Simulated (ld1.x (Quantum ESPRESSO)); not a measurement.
Configuration tests for H (RRKJ)

| Property | Result |
| --- | --- |
| Element | hydrogen (H) |
| Generator | ld1.x (Quantum ESPRESSO) 7.5 |
| Type | norm-conserving RRKJ (Kleinman–Bylander form) |
| Functional | LDA (PZ) |
| Relativity | scalar-relativistic |
| Frozen core | none |
| Valence charge | 1 |
| Reference configuration | 1s1 |
| Partial waves | 2p channel at 0.15 Ry: rc 0.65 bohr; 1s (bound): rc 0.70 bohr |
| Local potential | the s channel |
| Core correction | none |
| rho0 | 0.02 |

Energies are relative to the spin-unpolarised reference configuration 1s1; without spin polarisation the order of configurations can differ from experiment. Spin-polarised rows fill each open shell by Hund’s rule, majority spin first.

```tsv
valence configuration	charge	ΔE all-electron (eV)	error AE − PS (meV)
1s0.5	+0.5	4.645	0.0
1s1 (spin-polarised)	0	-0.897	-0.4
1s0.5 (spin-polarised)	+0.5	4.258	-0.2
```
